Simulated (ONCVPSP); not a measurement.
Which change was made? (Ni, ONCV)

ONCVPSP 4.0.1 input, shortened (lines: element, Z, core and valence counts, functional; n l f; lmax; l rc ep ncon nbas qcut; lloc lpopt rc5 dvloc0; l nproj debl; icmod fcfact rcfact), revPBE, fully relativistic:

```
  Ni 28.00    3    3  -102130      upf
    1    0    2.00
    2    0    2.00
    2    1    6.00
    3    0    2.00
    3    1    6.00
    3    2    8.00
    2
    0    1.20    0.00    5    9    7.60
    1    1.25    0.00    4    7    8.70
    2    0.95    0.00    4    9   14.00
    4    1    0.80    0.00
    0    1    3.50
    1    2    3.30
    2    1    2.20
    3    5.00    1.80
```

Open shells are filled in proportion to 2j + 1.

In the p channel the program set the typed energies aside and used -3.318, 0.250 Ha (j = l + 1/2; the other j can differ).

Cutoffs, loose and tight: the cutoffs (Ha) at which the residual kinetic energy of the hardest occupied pseudo-wave falls to 1 and 0.1 mHa per electron. They do not see the model core or the augmentation charge, which bear on the density cutoff. Test errors are all-electron minus pseudo excitation energies from the reference, over the configurations 3s2 3p6 3d8 4s2; 3s2 3p6 3d8 4s1; 3s2 3p6 3d7; 3s2 3p6 3d8 4s1 4p1; variants that change the core or the reference have their own tests.

The base gives: outcome: generated, projector energies reset by the program; cutoff, loose: 87 Ha; cutoff, tight: 146 Ha; bound ghosts: none; GHOST(+) flags above zero: none; largest test error (meV): +898.

(1) After one change the result is: outcome: generated, projector energies reset by the program; cutoff, loose: 109 Ha; cutoff, tight: 125 Ha; bound ghosts: none; GHOST(+) flags above zero: none; largest test error (meV): +615. Which change was it?
A. s: qcut 9.4; p: qcut 10.8; d: qcut 17.4
B. s: qcut 5; p: qcut 5.7; d: qcut 9.2
C. s: qcut 11; p: qcut 12.6; d: qcut 20.3

## Answers

(1) A. The others give: s: qcut 11; p: qcut 12.6; d: qcut 20.3 → outcome: generated, projector energies reset by the program; cutoff, loose: 128 Ha; cutoff, tight: 148 Ha; bound ghosts: none; GHOST(+) flags above zero: none; largest test error (meV): +424 | s: qcut 5; p: qcut 5.7; d: qcut 9.2 → outcome: generated, projector energies reset by the program; cutoff, loose: 342 Ha; cutoff, tight: 441 Ha; bound ghosts: none; GHOST(+) flags above zero: p3/2, p1/2; largest test error (meV): +1094.
